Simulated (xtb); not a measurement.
A run for xtb: GFN-FF on AsH4In (SMILES [AsH2][InH2]), a point of a torsion scan.

```
$ xtb mol.xyz --gfnff --sp --chrg 0 --uhf 0
6

As    -1.65065075    -0.29783009    -0.75253908
In     0.93675146    -0.03978696    -0.76908487
H     -1.72263481     1.08038569    -0.13937358
H     -1.52051479    -0.88273518     0.63554813
H      1.82395025     1.48129761    -0.92584504
H      2.12076496    -1.34304702    -0.61312295
```

### Question
Give the final energy of this run.

### Answer
-0.3631 hartree.
